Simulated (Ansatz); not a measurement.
`[F][AlH][NH]C[SiH3]`, one more setting.

```yaml
crystal:
  periodic: [false, false, false]
  atoms:
    - {symbol: F, position_ang: [-2.553737, 1.449961, 0.892037]}
    - {symbol: Al, position_ang: [-1.079657, 1.307573, 1.622728]}
    - {symbol: N, position_ang: [0.248075, 0.729265, 0.621037]}
    - {symbol: C, position_ang: [0.215530, 0.316692, -0.776788]}
    - {symbol: Si, position_ang: [0.629043, -1.516677, -0.957782]}
    - {symbol: H, position_ang: [-0.897844, 1.677819, 3.137057]}
    - {symbol: H, position_ang: [1.162549, 0.609785, 1.032926]}
    - {symbol: H, position_ang: [0.891532, 0.921448, -1.395488]}
    - {symbol: H, position_ang: [-0.787655, 0.487334, -1.179460]}
    - {symbol: H, position_ang: [0.706327, -1.930569, -2.386636]}
    - {symbol: H, position_ang: [1.946453, -1.776687, -0.312227]}
    - {symbol: H, position_ang: [-0.403415, -2.331243, -0.263304]}
basis:
  gaussian: {orbitals: ANO-RCC-VTZP, point_charges: [{charge: -1.00, position_ang: [5.405, 0.109, -0.175]}]}
hamiltonian: {xc: {name: PBEsol}}
```

```sh
$ ansatz run in.yaml --threads 4 --pin off --events-out ev --progress --plain --max-ram 10444MiB
```

Shortened log:

```
Functional definition: PBEsol
1778 factors; their error is unknown
mean field evaluation 1: about -19795.2046 eV, gradient 8.4e1 eV
mean field evaluation 2: about -19721.2398 eV, gradient 1.8e2 eV
mean field evaluation 4: about -19808.7963 eV, gradient 2.3e1 eV
mean field evaluation 8: about -19809.7217 eV, gradient 1.2e-1 eV
mean field evaluation 16: about -19809.6827 eV, gradient 1.2e-4 eV
mean field -19809.68266661 eV, -727.9924105127 hartree, gradient 3.9e-5 eV, S^2 0.000000; 0 other end points of the search recorded, 0 dependent functions left out
reference -19809.68274501 eV, -727.9924133939 hartree; 28, 28 occupied and 228, 228 virtual orbitals, 1778 factors
Total energy: -19809.68274501 eV, -727.9924133939 hartree
Relativity: scalar
```

It took 4.2 s on 4 threads of an Intel Xeon 6975P-C on a shared host, with 0.51 GiB of host memory at the peak.
